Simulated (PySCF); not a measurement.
Cl6Y2, SMILES [Cl][Y]12([Cl])<-[Cl][Y]1([Cl])([Cl])<-[Cl]2.

Geometry optimised at PBE0-D3(BJ)/def2-SVP. The multiplicity is an assumed one; other spin states were not compared. The def2 effective core potentials stand for the cores of Y; spin–orbit coupling is left out. Other conformers were not sampled.

Calculation: ωB97X/def2-SVP in PySCF.

Gas-phase values at a fixed geometry.

```json
{
 "total_energy": "-2837.60847 hartree",
 "point_group": "D2h",
 "highest_occupied_level": "-11.64 eV",
 "lowest_empty_level": "-0.89 eV",
 "orbital_gap": "10.75 eV",
 "dipole_moment": "0.00 D",
 "quadrupole, principal values (traceless, Buckingham form, about the centre of nuclear charge)": "-13.80, -9.56, 23.36 D·Å",
 "mean_static_polarisability": "117.2 bohr³ (17.36 Å³)",
 "polarisability_principal_values": "90.1, 124.7, 136.7 bohr³"
}
```
